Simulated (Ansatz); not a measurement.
Relaxation of CH7AlClNO (12 atoms, charge 0, multiplicity 1), to a largest force component of 0.03 eV/Å in at most 50 steps.

Level of theory: RKS PBE-D4/def2-SVP in Ansatz.

```xyz
12
Properties=species:S:1:pos:R:3:forces:R:3
Al 0.305 0.100 0.601 0.48 -0.67 -0.35
Cl 1.943 -1.381 0.570 -0.49 0.43 -0.01
C 0.561 1.881 -0.140 -0.05 -0.01 0.01
N -1.111 -0.487 1.507 -0.04 0.06 -0.03
H 0.646 -1.887 -1.660 0.19 -0.06 0.12
O -0.180 -1.543 -2.050 -0.13 0.29 0.27
H -0.394 2.284 -0.534 -0.01 0.02 0.00
H 1.295 1.868 -0.970 0.01 -0.02 0.00
H 0.933 2.590 0.629 0.00 -0.01 0.01
H -1.981 0.034 1.639 0.01 -0.01 0.00
H -1.157 -1.379 2.003 0.02 -0.01 0.00
H -0.859 -2.079 -1.597 0.00 -0.01 -0.01
```

Q: Where does it end, and by what steps?

A: The run converged. After 17 steps the energy has fallen by 0.767 eV; H12 moved furthest, 1.19 Å. Joined: Al1–O6.

```
step  energy less start (eV)  largest force component (eV/Å)  accepted
   0                  0.0000                           0.668       yes
   1                 -0.1231                           0.816       yes
   2                 -0.2879                           1.175       yes
   3                 -0.5266                           0.730       yes
   4                 -0.5788                           0.957       yes
   5                 -0.6332                           0.571       yes
   6                 -0.6534                           0.204       yes
   7                 -0.6741                           0.632       yes
   8                 -0.7004                           0.689       yes
   9                 -0.7324                           0.427       yes
  10                 -0.7371                           0.647       yes
  11                 -0.7404                           0.732       yes
  12                 -0.7304                           0.355        no
  13                 -0.7638                           0.082       yes
  14                 -0.7613                           0.143        no
  15                 -0.7663                           0.045       yes
  16                 -0.7666                           0.057       yes
  17                 -0.7671                           0.026       yes
```

```xyz
12
Properties=species:S:1:pos:R:3
Al 0.424 -0.098 0.187
Cl 2.159 -1.234 0.784
C 0.580 1.796 -0.256
N -1.134 -0.816 0.955
H 0.280 -1.959 -1.554
O -0.246 -1.157 -1.364
H -0.390 2.236 -0.570
H 1.304 1.959 -1.082
H 0.944 2.378 0.617
H -1.937 -0.215 1.177
H -1.034 -1.489 1.724
H -0.951 -1.401 -0.619
```

The run took 48 s on 2 threads of Arm Neoverse V1 (shared host), peak memory 0.18 GiB.
